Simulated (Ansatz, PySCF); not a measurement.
Molecule: SiPH$_{4}$, net charge -1, singlet state. SMILES: [SiH2-]P
Geometry: optimised at B3LYP-D3(BJ)/def2-TZVP (Ansatz, a first-principles code).

Unscaled harmonic wavenumbers (cm⁻¹) in rising order, each level at the stationary point that it reaches from this structure (no distance between atoms moves by over 0.3 Å); the order of modes can differ between levels, and a negative number is imaginary. B3LYP-D3(BJ)/def2-TZVP (PySCF, at the structure above): 46, 344, 515, 543, 766, 798, 944, 1098, 1886, 1895, 2304, 2307.

HF/3-21G (Ansatz): -55, 319, 558, 585, 815, 840, 1059, 1226, 1933, 1957, 2309, 2319. Zero-point energy 19.9 against 19.2 kcal/mol; where all levels lie over 400 cm⁻¹, the wavenumbers are on average 1.058 times those of B3LYP-D3(BJ)/def2-TZVP. This level finds the structure a saddle point. The zero-point energy leaves imaginary modes out.

HF/6-31G* (Ansatz): -31, 377, 570, 610, 856, 879, 1050, 1229, 2022, 2047, 2490, 2500. Zero-point energy 20.9 against 19.2 kcal/mol; where all levels lie over 400 cm⁻¹, the wavenumbers are on average 1.100 times those of B3LYP-D3(BJ)/def2-TZVP. This level finds the structure a saddle point. The zero-point energy leaves imaginary modes out.
